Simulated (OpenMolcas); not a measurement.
**Re I: effect of the basis set**

```
Program             : OpenMolcas 26.06
Method              : CASSCF
Active space        : 5 electrons in 5 orbitals (5d)
State averaging     : 2S+1 = 6 even, 1 root; 2S+1 = 4 even, 24 roots; 2S+1 = 2 even, 75 roots (67 in the spin-orbit step)
Spin-orbit coupling : RASSI with atomic mean-field integrals over the reference wave functions, term energies averaged over their components
```

A. ANO-R1 [7s5p4d2f], X2C, finite nucleus; cost about 30 core-seconds
B. ANO-RCC-VDZP [7s6p4d2f1g], DKH2, point nucleus; cost of the order of 40 core-seconds
C. ANO-R2 [8s6p5d3f1g], X2C, finite nucleus; cost about 20 core-seconds
D. ANO-RCC-VTZP [8s7p5d3f2g1h], DKH2, point nucleus; cost about 30 core-seconds
E. ANO-R3 [10s7p6d4f2g1h], X2C, finite nucleus; cost roughly 30 core-seconds
F. ANO-RCC-VQZP [9s8p6d4f3g2h], DKH2, point nucleus; cost of the order of 40 core-seconds

Energies in cm-1 above 5d5 6s2 6S 5/2, the measured ground level; measured values from NIST Handbook of Basic Atomic Spectroscopic Data.

```
                   Level      A      B      C      D      E      F  Measured
          5d5 6s2 6S 5/2    0.0    0.0    0.0    0.0    0.0    0.0       0.0
          5d5 6s2 4G 7/2  21254  20903  21161  21124  21164  21159     15058
         5d5 6s2 4G 11/2  21675  21339  21589  21551  21589  21589     16307
          5d5 6s2 4G 9/2  22125  21809  22059  22022  22054  22060     16619
   5d5 6s2 4P 3/2 [53 %]  22810  22398  22682  22647  22690  22678          
   5d5 6s2 4P 1/2 [72 %]  24636  24252  24528  24489  24526  24527          
          5d5 6s2 4D 7/2  26717  26350  26625  26582  26617  26623          
   5d5 6s2 4D 1/2 [74 %]  29257  28926  29190  29141  29169  29192          
   5d5 6s2 4D 3/2 [52 %]  30120  29784  30048  29997  30025  30052          
         5d5 6s2 2I 11/2  30424  29962  30274  30221  30272  30275          
         5d5 6s2 2I 13/2  32358  31928  32254  32204  32240  32258          
5d5 6s2 2D 3/2(1) [52 %]  34335  33826  34148  34094  34142  34145          
   5d5 6s2 4F 5/2 [61 %]  37514  37051  37363  37303  37341  37361          
   5d5 6s2 2H 9/2 [57 %]  38537  38020  38340  38281  38323  38338          
   5d5 6s2 4F 3/2 [52 %]  40766  40337  40655  40594  40617  40658          
5d5 6s2 2G 7/2(1) [58 %]  41321  40829  41153  41093  41123  41151          
5d5 6s2 2F 5/2(2) [64 %]  42239  41702  42018  41953  41995  42012          
         5d5 6s2 2H 11/2  42765  42318  42644  42588  42600  42648          
5d5 6s2 2F 7/2(2) [63 %]  44534  44013  44331  44263  44299  44326          
          5d5 6s2 2S 1/2  48073  47486  47806  47735  47776  47795          
       5d5 6s2 2D 3/2(2)  52842  52170  52486  52411  52455  52472
```

Deviations, from unrounded energies. A percentage is the sum of absolute deviations over the sum of measured energies, with the sign that they share, or ± where signs differ.

| Against measurement | Levels | A | B | C | D | E | F |
| --- | --- | --- | --- | --- | --- | --- | --- |
| mean absolute deviation (cm-1) | 3 | 5700 | 5400 | 5600 | 5600 | 5600 | 5600 |
| other terms of the ground configuration (%) | 3 | +35.6 | +33.5 | +35.1 | +34.8 | +35.1 | +35.1 |

B, C, D, E, F lie about equally close to measurement and A furthest from it. The largest miss of B in the table is 5d5 6s2 4G 7/2, by +5800 cm-1. The ranking rests on the paired levels alone, and a cruder setting can come out closer through cancelling errors.

Among A to F the level of the table that moves most is 5d5 6s2 2D 3/2(2), by 670 cm-1 (lowest in B, highest in A).

Some high roots are left out of the spin-orbit mixing, which shifts the levels that they would mix with. Without dynamic correlation excited terms often stand tens of per cent too high (terms of higher spin than the ground term too low), and those without a measured partner can miss by more than the paired ones. With the s shell closed, the reference lacks s² → p², s² → d² and s → d mixing, so excited terms can stand far too high and out of order, with CASPT2 too. Computed and measured levels are paired by configuration, term and J; levels that our copy of the source lacks, or whose pairing is in doubt (as where it misses far off the trend of its configuration), stay unpaired and out of the deviations. Levels of configurations outside the active space are missing. Levels that lie high or do not pair safely by name in every column are left out.

A share in square brackets marks a mixed level and gives the weight of the term that names it, the lowest over the columns. A number in round brackets counts repeated terms of one configuration in the order of the reference energies.
